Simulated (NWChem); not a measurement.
System: CrH$_{2}$S$_{2}$O$_{2}$; SMILES [O]=[Cr](=[O])([SH])[SH]

Input file for NWChem:

```
start job
memory heap 200 mb stack 900 mb global 1100 mb
geometry units angstroms noautoz
  Cr     0.000000     0.000000     0.404555
  O     -0.036109    -1.281075     1.243914
  O      0.036109     1.281075     1.243914
  S      1.811673    -0.155956    -0.806358
  H      1.826418     1.169151    -1.087650
  S     -1.811673     0.155956    -0.806358
  H     -1.826418    -1.169151    -1.087650
end
basis spherical
  Cr library def2-svp
  O library def2-svp
  S library def2-svp
  H library def2-svp
end
dft
  xc pbe0
  iterations 150
  mulliken
end
task dft energy
```

NWChem printed, in part:

```
             Northwest Computational Chemistry Package (NWChem) 7.3.0
             --------------------------------------------------------

 C2  symmetry detected

                             Geometry "geometry" -> ""
                             -------------------------

 Output coordinates in angstroms (scale by  1.889725989 to convert to a.u.)

  No.       Tag          Charge          X              Y              Z
 ---- ---------------- ---------- -------------- -------------- --------------
    1 Cr                  24.0000     0.00000000     0.00000000     0.38248489
    2 O                    8.0000     0.06158759    -1.28010311     1.22184389
    3 O                    8.0000    -0.06158759     1.28010311     1.22184389
    4 S                   16.0000     1.81828915    -0.01749046    -0.82842811
    5 H                    1.0000     1.73204530     1.30488920    -1.10972011
    6 S                   16.0000    -1.81828915     0.01749046    -0.82842811
    7 H                    1.0000    -1.73204530    -1.30488920    -1.10972011

 Effective nuclear repulsion energy (a.u.)     490.5309129105

      Symmetry information
      --------------------

 Group name             C2
 Group number              4
 Group order               2
 No. of unique centers     4

                                 NWChem DFT Module
                                 -----------------

 Summary of "ao basis" -> "ao basis" (spherical)
 ------------------------------------------------------------------------------
       Tag                 Description            Shells   Functions and Types
 ---------------- ------------------------------  ------  ---------------------
 Cr                         def2-svp                11       31   5s3p2d1f
 O                          def2-svp                 6       14   3s2p1d
 S                          def2-svp                 8       18   4s3p1d
 H                          def2-svp                 3        5   2s1p

      Symmetry analysis of basis
      --------------------------

        a          54
        b          51

            General Information
            -------------------
          SCF calculation type: DFT
          Wavefunction type:  closed shell.
          No. of atoms     :     7
          No. of electrons :    74
           Alpha electrons :    37
            Beta electrons :    37
          Charge           :     0
          Spin multiplicity:     1
          Use of symmetry is: on ; symmetry adaption is: on
          Maximum number of iterations: 150
          AO basis - number of functions:   105
                     number of shells:    45
          Convergence on energy requested:  1.00D-06
          Convergence on density requested:  1.00D-05
          Convergence on gradient requested:  5.00D-04

              XC Information
              --------------
                         PBE0 Method XC Functional
                     Hartree-Fock (Exact) Exchange  0.250
          PerdewBurkeErnzerhof Exchange Functional  0.750
            Perdew 1991 LDA Correlation Functional  1.000 local
           PerdewBurkeErnz. Correlation Functional  1.000 non-local

             Grid Information
             ----------------
          Grid used for XC integration:  medium
          Radial quadrature: Mura-Knowles
          Angular quadrature: Lebedev.
          Tag              B.-S. Rad. Rad. Pts. Rad. Cut. Ang. Pts.
          ---              ---------- --------- --------- ---------
          Cr                  1.40      112           9.0       590
          O                   0.60       49          10.0       434
          S                   1.00       88          10.0       590
          H                   0.35       45          11.0       434
          Grid pruning is: on
          Number of quadrature shells:   294
          Spatial weights used:  Erf1

      Superposition of Atomic Density Guess
      -------------------------------------

 Sum of atomic energies:       -1988.10813343

      Non-variational initial energy
      ------------------------------

 Total energy =   -1988.448826
 1-e energy   =   -3716.857084
 2-e energy   =    1237.877345
 HOMO         =      -0.317404
 LUMO         =      -0.076796

      Symmetry analysis of molecular orbitals - initial
      -------------------------------------------------

  Numbering of irreducible representations:

     1 a           2 b

  Orbital symmetries:

     1 a           2 a           3 b           4 a           5 b
     6 a           7 b           8 a           9 b          10 a
    11 b          12 a          13 b          14 a          15 b
    16 a          17 b          18 a          19 b          20 a
    21 b          22 a          23 b          24 a          25 b
    26 a          27 a          28 b          29 b          30 a
    31 b          32 a          33 b          34 a          35 b
    36 a          37 b          38 a          39 a          40 b
    41 a          42 b          43 a          44 b          45 a
    46 a          47 b

     ---------------------------------------------
      Total Density - Mulliken Population Analysis
     ---------------------------------------------

    Atom       Charge   Shell Charges
 -----------   ------   -------------------------------------------------------
    1 Cr  24    21.28   2.00  2.00  2.01  0.36  0.02  6.00  6.03  0.49  1.47  0.89  0.02
    2 O    8     9.14   1.99  1.17  0.77  3.21  1.99  0.01
    3 O    8     9.14   1.99  1.17  0.77  3.21  1.99  0.01
    4 S   16    16.44   2.00  1.99  1.21  0.62  5.94  1.85  2.81  0.02
    5 H    1     0.78   0.56  0.18  0.03
    6 S   16    16.44   2.00  1.99  1.21  0.62  5.94  1.85  2.81  0.02
    7 H    1     0.78   0.56  0.18  0.03

   convergence    iter        energy       DeltaE   RMS-Dens  Diis-err
 ---------------- ----- ----------------- --------- --------- ---------
 d= 0,ls=0.0,diis     1  -1990.1685763596 -2.48D+03  5.92D-02  1.03D+01
 d= 0,ls=0.0,diis     2  -1973.0319938906  1.71D+01  5.26D-02  9.66D+01
 d= 0,ls=0.0,diis     3  -1991.1113469092 -1.81D+01  1.99D-02  2.03D+00
 d= 0,ls=0.0,diis     4  -1991.0496674230  6.17D-02  1.09D-02  2.33D+00
 d= 0,ls=0.0,diis     5  -1991.3860912708 -3.36D-01  7.13D-04  2.85D-02
  Resetting Diis
 d= 0,ls=0.0,diis     6  -1991.3849911682  1.10D-03  2.28D-04  4.43D-02
 d= 0,ls=0.0,diis     7  -1991.3837513275  1.24D-03  5.56D-03  6.03D-02
 d= 0,ls=0.0,diis     8  -1991.1678938347  2.16D-01  4.70D-03  2.93D+00
 d= 0,ls=0.0,diis     9  -1991.3884652781 -2.21D-01  1.45D-04  2.43D-03
 d= 0,ls=0.0,diis    10  -1991.3886307814 -1.66D-04  8.98D-05  2.49D-04
 d= 0,ls=0.0,diis    11  -1991.3886591891 -2.84D-05  1.04D-05  1.86D-06
 d= 0,ls=0.0,diis    12  -1991.3886594347 -2.46D-07  5.20D-06  2.01D-07

         Total DFT energy =    -1991.388659434743
      One electron energy =    -3718.824674104403
           Coulomb energy =     1353.832720067439
    Exchange-Corr. energy =     -116.927618308277
 Nuclear repulsion energy =      490.530912910498

 Numeric. integr. density =       74.000001879727

                  Occupations of the irreducible representations
                  ----------------------------------------------

                     irrep           alpha         beta
                     --------     --------     --------
                     a                19.0         19.0
                     b                18.0         18.0

                       DFT Final Molecular Orbital Analysis
                       ------------------------------------

 Vector   35  Occ=2.000000D+00  E=-3.529692D-01  Symmetry=b
              MO Center=  1.1D-13, -6.2D-14,  2.6D-01, r^2= 4.4D+00
   Bfn.  Coefficient  Atom+Function         Bfn.  Coefficient  Atom+Function
  ----- ------------  ---------------      ----- ------------  ---------------
    37      0.302889  2 O  pz                51     -0.302889  3 O  pz
    40      0.223655  2 O  pz                54     -0.223655  3 O  pz
    18     -0.183418  1 Cr d  1              70      0.179028  4 S  px
    93      0.179028  6 S  px                67      0.158382  4 S  px
    90      0.158382  6 S  px                12     -0.154205  1 Cr px

 Vector   36  Occ=2.000000D+00  E=-3.330111D-01  Symmetry=a
              MO Center= -9.3D-14, -3.5D-15, -4.2D-01, r^2= 4.2D+00
   Bfn.  Coefficient  Atom+Function         Bfn.  Coefficient  Atom+Function
  ----- ------------  ---------------      ----- ------------  ---------------
    72      0.273435  4 S  pz                95      0.273435  6 S  pz
    70      0.217459  4 S  px                93     -0.217459  6 S  px
    69      0.198510  4 S  pz                92      0.198510  6 S  pz
    17     -0.194420  1 Cr d  0              36      0.166460  2 O  py
    50     -0.166460  3 O  py                67      0.167125  4 S  px

 Vector   37  Occ=2.000000D+00  E=-2.851993D-01  Symmetry=b
              MO Center=  1.9D-13, -1.0D-14, -6.9D-01, r^2= 4.8D+00
   Bfn.  Coefficient  Atom+Function         Bfn.  Coefficient  Atom+Function
  ----- ------------  ---------------      ----- ------------  ---------------
    72      0.375448  4 S  pz                95     -0.375448  6 S  pz
    69      0.266297  4 S  pz                92     -0.266297  6 S  pz
    70      0.249833  4 S  px                93      0.249833  6 S  px
    67      0.178420  4 S  px                90      0.178420  6 S  px
    66      0.150357  4 S  pz                89     -0.150357  6 S  pz

 Vector   38  Occ=0.000000D+00  E=-1.512854D-01  Symmetry=a
              MO Center= -6.1D-14, -8.3D-15,  1.1D-01, r^2= 2.6D+00
   Bfn.  Coefficient  Atom+Function         Bfn.  Coefficient  Atom+Function
  ----- ------------  ---------------      ----- ------------  ---------------
    17      0.663446  1 Cr d  0              72      0.271743  4 S  pz
    95      0.271743  6 S  pz                19     -0.245481  1 Cr d  2
    22      0.223341  1 Cr d  0              14     -0.166811  1 Cr pz
    69      0.163622  4 S  pz                92      0.163622  6 S  pz
    36     -0.155910  2 O  py                50      0.155910  3 O  py

 Vector   39  Occ=0.000000D+00  E=-1.276582D-01  Symmetry=a
              MO Center=  2.8D-14, -2.9D-13,  6.6D-01, r^2= 1.6D+00
   Bfn.  Coefficient  Atom+Function         Bfn.  Coefficient  Atom+Function
  ----- ------------  ---------------      ----- ------------  ---------------
    15      0.738006  1 Cr d -2              35      0.305475  2 O  px
    49     -0.305475  3 O  px                38      0.283692  2 O  px
    52     -0.283692  3 O  px                20      0.252921  1 Cr d -2
    79     -0.089506  5 H  s                102     -0.089506  7 H  s
    63      0.069918  4 S  s                 86      0.069918  6 S  s

 Vector   40  Occ=0.000000D+00  E=-1.161883D-01  Symmetry=b
              MO Center=  1.1D-14,  2.9D-13,  1.5D-01, r^2= 2.9D+00
   Bfn.  Coefficient  Atom+Function         Bfn.  Coefficient  Atom+Function
  ----- ------------  ---------------      ----- ------------  ---------------
    18      0.693267  1 Cr d  1              70      0.334364  4 S  px
    93      0.334364  6 S  px                23      0.232913  1 Cr d  1
    35      0.216373  2 O  px                49      0.216373  3 O  px
    38      0.188866  2 O  px                52      0.188866  3 O  px
    67      0.172617  4 S  px                90      0.172617  6 S  px

     ---------------------------------------------
      Total Density - Mulliken Population Analysis
     ---------------------------------------------

    Atom       Charge   Shell Charges
 -----------   ------   -------------------------------------------------------
    1 Cr  24    23.55   2.00  2.00  2.02  0.25 -0.01  6.00  6.05  0.73  3.31  1.18  0.02
    2 O    8     8.32   1.99  1.14  0.82  2.72  1.64  0.01
    3 O    8     8.32   1.99  1.14  0.82  2.72  1.64  0.01
    4 S   16    16.03   2.00  1.99  1.27  0.58  5.93  1.79  2.43  0.04
    5 H    1     0.87   0.70  0.15  0.03
    6 S   16    16.03   2.00  1.99  1.27  0.58  5.93  1.79  2.43  0.04
    7 H    1     0.87   0.70  0.15  0.03

     -------------------------------------------
      Total Density - Lowdin Population Analysis
     -------------------------------------------

    Atom       Charge   Shell Charges
 -----------   ------   -------------------------------------------------------
    1 Cr  24    24.34   2.00  2.00  1.90  0.32  0.11  5.99  5.84  1.16  3.11  1.87  0.03
    2 O    8     8.04   1.98  0.98  0.69  2.60  1.77  0.03
    3 O    8     8.04   1.98  0.98  0.69  2.60  1.77  0.03
    4 S   16    15.80   2.00  1.95  0.98  0.66  5.81  1.87  2.48  0.05
    5 H    1     0.98   0.60  0.30  0.08
    6 S   16    15.80   2.00  1.95  0.98  0.66  5.81  1.87  2.48  0.05
    7 H    1     0.98   0.60  0.30  0.08

     Multipole analysis of the density
     ---------------------------------

     L   x y z        total         alpha         beta         nuclear
     -   - - -        -----         -----         ----         -------
     0   0 0 0     -0.000000    -37.000000    -37.000000     74.000000

     1   1 0 0      0.000000      0.000000      0.000000      0.000000
     1   0 1 0     -0.000000     -0.000000     -0.000000      0.000000
     1   0 0 1     -0.850178     -0.425089     -0.425089      0.000000

     2   2 0 0    -38.744998   -219.099026   -219.099026    399.453053
     2   1 1 0      2.977478     -2.512910     -2.512910      8.003299
     2   1 0 1      0.000000      0.000000      0.000000      0.000000
     2   0 2 0    -38.319412    -72.071960    -72.071960    105.824508
     2   0 1 1      0.000000      0.000000      0.000000      0.000000
     2   0 0 2    -40.674098   -112.866629   -112.866629    185.059160
```

Level: PBE0/def2-SVP. Coordinates come from a PBE0/def2-SVP optimisation. Not confirmed as a minimum by frequencies.
